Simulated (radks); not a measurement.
Values are calculated unless marked as measured or tabulated.
S II, 15 electrons, occupied as [Ne] 3s2 3p3. Level of theory: Dirac Kohn-Sham, PBE, spin-unpolarised, spherical densities, finite nucleus; open shells fill j = l - 1/2 first; Fermi nuclear charge, rms radius 3.2611 fm (a radial shooting solver on a logarithmic mesh with Libxc functionals).

Normalised radial functions P(r) = r R(r) (large component), r in bohr:

```
   r/bohr * 3p3/2 (the largest magnitude, 0.762, reaches the edge; | marks zero)
  0.01056                             *
  0.01513                             *
  0.02186                             |*
  0.03133                             |*
  0.04491                             | *
  0.06489                             |  *
    0.093                             |     *
   0.1344                             |        *
   0.1926                             |           *
   0.2783                             |            *
   0.3989                             |        *
   0.5763                             *
    0.826                *            |
    1.193     *                       |
    1.711  *                          |
    2.472          *                  |
    3.543                    *        |
    5.119                           * |
```

3p3/2: eigenvalue -16.746 eV, 1 radial node at r = 0.578 bohr, <r> = 1.90 bohr, 90 % of the charge inside 2.94 bohr.
